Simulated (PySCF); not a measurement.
**Electron correlation in Pb+ (lead, charge +1)**

[Xe] 4f14 5d10 6s1 6p1 7s1, high-spin 4P determinant (an excited configuration). Calculation: PySCF 2.14, in aug-cc-pVTZ-PP with ECP60MDF (6s5p4d2f, 55 functions); a scalar-relativistic core potential. Frozen: 5s2 5p6 5d10; 3 electrons correlated.

| level | correlation energy (mhartree) |
| --- | --- |
| CCSD | -10.31 |
| (T) | -0.08 |
| CCSD(T) | -10.39 |

Diagnostics: T1 = 0.0087, D1 = 0.0202, largest double amplitude 0.036.

Problem. Is a single reference adequate?

Solution. Yes, within this model without spin-orbit coupling: T1 lies below 0.03 and no double amplitude reaches 0.07.
